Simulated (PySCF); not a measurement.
Ga(H)(F)(Et) (C2H6FGa), SMILES C[CH2][GaH][F].

Coordinates come from a PBE-D3(BJ)/def2-SVP optimisation. The structure was generated by enumeration; whether it is a known compound was not checked. The values are those of a single conformer.

These are PySCF with TDA-PBE/def2-SVPD values and carry that method's errors.

Vertical excitations. Isolated molecule, no solvent. State labels are in the subgroup Cs.

| state | symmetry | energy (eV) | λ (nm) | f | main pairs |
|---|---|---|---|---|---|
| S1 | A" | 4.87 | 255 | 0.000 | HOMO→LUMO 100 % |
| S2 | A' | 6.39 | 194 | 0.083 | HOMO→LUMO+1 79 % |
| S3 | A" | 6.43 | 193 | 0.008 | HOMO−1→LUMO 93 % |
| S4 | A' | 6.60 | 188 | 0.011 | HOMO→LUMO+2 96 % |
| S5 | A' | 6.66 | 186 | 0.017 | HOMO−2→LUMO 65 %, HOMO−4→LUMO 26 % |
| S6 | A" | 6.86 | 181 | 0.022 | HOMO−3→LUMO 92 % |
| S7 | A' | 7.08 | 175 | 0.007 | HOMO−4→LUMO 67 %, HOMO−2→LUMO 23 % |
| S8 | A' | 7.45 | 166 | 0.264 | HOMO→LUMO+3 78 % |
| S9 | A" | 7.45 | 166 | 0.001 | HOMO−5→LUMO 99 % |
| S10 | A' | 7.60 | 163 | 0.012 | HOMO−1→LUMO+1 86 % |
| T1 | A" | 4.55 | 273 | 0 | HOMO→LUMO 100 % |
| T2 | A' | 5.54 | 224 | 0 | HOMO→LUMO+1 97 % |
| T3 | A" | 6.07 | 204 | 0 | HOMO−1→LUMO 93 % |
| T4 | A' | 6.28 | 197 | 0 | HOMO−2→LUMO 88 % |
Triplets are in the Tamm–Dancoff approximation.
